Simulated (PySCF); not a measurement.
# La²⁺: ionisation energy

La²⁺ [Xe] 5d1 [5d3/2^1, M_J = 3/2] → La³⁺ [Xe], as a difference of total energies. Computed with PySCF 2.14 in x2c-QZVPPall-2c (16s16p12d6f2g, 184 functions), with the two-component X2C-1e Hamiltonian. Correlated levels: [Ar] 3d10 frozen; the 40 highest virtual spinors dropped. "Screened" scales the spin-orbit matrix elements by Boettger's factors to mimic the two-electron term; Breit and QED terms are absent.

```tsv
method	ionisation energy (eV)	error (eV)
GHF (spin-free)	18.167	-1.010
GMP2 (spin-free)	18.778	-0.399
GHF (screened spin-orbit)	18.259	-0.918
GMP2 (screened spin-orbit)	18.920	-0.257
```

Reference: 19.177 eV (measured; NIST Atomic Spectra Database, ionization energies).

The spin-free rows lack the spin-orbit shift.
